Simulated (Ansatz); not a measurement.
`N[CH]([AsH2])[InH2]` + `O[SiH3]` → `[SiH3]O[AsH2]` + `N[CH2][InH2]` at 700 K and 1 bar (ligand exchange at the As–C bond).

Program: Ansatz. Geometries: PBE0-D4/def2-TZVP. ΔE: electronic, gas phase. CCSD(T)/CBS is the MP2 limit (def2-TZVPP, def2-QZVPP) plus CCSD(T) − MP2 in def2-TZVPP, frozen cores. Elements past krypton have def2 core potentials. For As, In outer-core shells are correlated without core-valence functions, which leaves a few kJ/mol of doubt a bond. Scalar relativity is left out up to krypton. Each species was taken in one conformer, which may not be the lowest.

```tsv
species	CCSD(T)/CBS energy (Eh)	H − E (kJ/mol)	S (J/(mol·K))
`N[CH]([AsH2])[InH2]`	-2521.72764	273.0	513.5
`O[SiH3]`	-366.69042	144.6	321.6
`[SiH3]O[AsH2]`	-2602.28728	180.9	430.4
`N[CH2][InH2]`	-286.12674	235.5	420.6
```

H − E and S are ideal-gas, rigid-rotor, harmonic terms from PBE0-D4/def2-TZVP, for one conformer and one mirror image of each species. 1 Eh = 2625.50 kJ/mol, R = 8.31446 J/(mol·K).

Task: By hand: ΔE, ΔH, ΔS and ΔG.

Result: ΔE = (-2602.28728) + (-286.12674) − (-2521.72764) − (-366.69042) = 0.00404 Eh = 10.6 kJ/mol. Δ(H − E) = 180.9 + 235.5 − 273.0 − 144.6 = -1.2, so ΔH = 9.4 kJ/mol. ΔS = 430.4 + 420.6 − 513.5 − 321.6 = 15.9 J/(mol·K). ΔG = 9.4 − 700 × (15.9)/1000 = -1.7 kJ/mol.

Task: By hand: the equilibrium constant, and the temperature at which ΔG would vanish if ΔH and ΔS stayed fixed.

Result: log₁₀ K = −ΔG/(RT ln 10) = 0.1. ΔG = 0 at ΔH/ΔS = 591 K, though so small a ΔH makes that figure unsure.

TΔS isn't small against ΔH here. The sign of ΔG lies within the doubt. A doubt of 5 kJ/mol in ΔE shifts log₁₀ K by 0.4 here. Other conformers and mirror images would add mixing entropy, several J/(mol·K) or more a flexible species. Modes under 60 cm⁻¹, often nearly free rotors, make the harmonic entropy too high. These are equilibria of isolated gas molecules and say nothing of rates. Largest T1 diagnostic: 0.013 (customary marks: 0.02 for closed shells, 0.045 for open ones).
